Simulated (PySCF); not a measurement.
# Computed records: B₂GeH₃O, BClGeH₃, BGeH₃NO

All values are calculated (PySCF 2.14.0). Calculation on a computer-drawn molecule: optimised geometry and harmonic frequencies of an isolated molecule of the commonest isotopes, restricted reference for singlets and unrestricted otherwise, frozen core in MP2; on germanium a core potential holds 10 electrons, which the energies leave out, and 3d is frozen in MP2 and coupled-cluster steps.

Common to all runs: charge 1; multiplicity 1; method HF; basis and core potential on germanium cc-pVDZ-PP ECP10MDF.

(1) B₂GeH₃O

Start structure:
```xyz
7
B2GeH3O
B      0.6930     1.3292    -1.8303
Ge     2.3645     1.4205    -0.9882
B      3.5027    -0.0690    -1.7884
O      3.9759    -1.0636    -2.3092
H     -0.2935     1.1182    -2.4138
H      3.0705     2.7358    -1.1601
H      2.3961     1.1919     0.4898
```

* basis: cc-pVDZ
* rotational constants: 9.602, 2.753, 2.202 GHz
* total energy: -419.0543 hartree
* convergence status largest gradient component: 2.959e-05 hartree/bohr

Drawn bonds:
```tsv
atom	other atom	order
1	2	1
2	3	1
3	4	2
1	5	1
2	6	1
2	7	1
```

Optimised structure:
```xyz
7
B2GeH3O
B      0.6478     1.2833    -1.8529
Ge     2.5615     1.3989    -0.9017
B      3.5656    -0.1498    -1.7908
O      4.0639    -1.0565    -2.3516
H     -0.4120     1.2227    -2.3768
H      3.0523     2.7791    -1.2873
H      2.2300     1.1853     0.5608
```

Modes:
```tsv
frequency (cm⁻¹)	reduced mass (dalton)
104	4.599
261.1	2.716
348.6	5.771
418.8	1.213
449	14.46
497.2	6.528
627.2	1.267
665.9	1.252
788.3	1.153
797.1	1.24
919.1	1.027
2196	12.38
2305	1.015
2313	1.026
2902	1.098
```

(2) BClGeH₃

Start structure:
```xyz
6
BClGeH3
B     -1.2221    -1.2463    -0.3303
Ge    -1.8565    -2.0342    -1.9033
Cl    -3.7060    -3.2706    -1.1980
H     -0.7534    -1.1534     0.6027
H     -2.4094    -1.1673    -3.0580
H     -0.9043    -3.0432    -2.6109
```

* basis: cc-pV(D+d)Z
* rotational constants: 9.255, 3.955, 2.879 GHz
* total energy: -778.9995 hartree
* convergence status largest gradient component: 1.859e-05 hartree/bohr

Drawn bonds:
```tsv
atom	other atom	order
1	2	1
2	3	1
1	4	1
2	5	1
2	6	1
```

Optimised structure:
```xyz
6
BClGeH3
B     -1.1669    -1.3683    -0.3106
Ge    -1.9580    -2.1960    -2.1271
Cl    -3.5770    -3.2043    -1.1681
H     -0.8213    -0.9681     0.7488
H     -2.4138    -1.0327    -2.9752
H     -0.9146    -3.1455    -2.6655
```

Modes:
```tsv
frequency (cm⁻¹)	reduced mass (dalton)
97.11	4.105
433.6	1.038
459.8	28.01
502.9	6.971
622.9	1.069
694.5	1.256
772.1	1.259
802.7	1.092
911.3	1.023
2331	1.014
2343	1.027
2901	1.099
```

(3) BGeH₃NO

Start structure:
```xyz
7
BGeH3NO
B      0.5225    -2.1651    -0.1340
O      1.0570    -1.2238     0.4461
Ge     1.6533     0.6024     1.2912
N      0.8051     1.8312     2.0602
H      0.0697    -3.1242    -0.5408
H      3.0984     0.2542     0.8684
H     -0.2034     1.9238     2.1738
```

- basis: cc-pVDZ
- rotational constants: 18.08, 2.805, 2.429 GHz
- total energy: -448.8548 hartree
- convergence status largest gradient component: 3.461e-05 hartree/bohr

Drawn bonds:
```tsv
atom	other atom	order
1	2	1
2	3	1
3	4	2
1	5	1
3	6	1
4	7	1
```

Optimised structure:
```xyz
7
BGeH3NO
B      0.4820    -2.0476    -0.0111
O      1.0378    -1.0730     0.4457
Ge     1.7738     0.6050     1.2593
N      0.7756     1.6931     1.9623
H     -0.0539    -2.9890    -0.4526
H      3.2101     0.3518     0.9533
H     -0.2228     1.5581     2.0080
```

Modes:
```tsv
frequency (cm⁻¹)	reduced mass (dalton)
110	3.472
137.5	3.483
221.8	5.413
320.5	1.371
321.6	11.78
689.9	1.047
711.8	1.129
808.9	1.341
855.2	1.384
855.7	1.384
1073	3.545
1848	5.092
2417	1.023
3020	1.189
3791	1.079
```
